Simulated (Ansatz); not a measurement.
Energy landscape of H2N (cation, charge +1), triplet: symmetric bend, bond length relaxed. Scanned: H-N-H angle. Other coordinates (N-H bond length) were minimised at PBE0/def2-TZVP.

The free coordinates were minimised at PBE0/def2-TZVP in PySCF; the energy column is full CI/cc-pVDZ, frozen core (Ansatz, an electronic-structure program), in mEh.

```tsv
a / °	N-H bond length / Å	E
172.23	1.033	1.2
161.73	1.034	0.5
151.12	1.034	0.0
142	1.036	0.6
129.22	1.038	4.5
118.83	1.041	11.4
112.48	1.043	17.7
98.85	1.050	37.6
90.71	1.056	54.1
77.83	1.066	88.5
```

The scan ran from 180.0 to 60.0; beyond the range shown the relaxed coordinates jump or full CI changes its symmetry label.
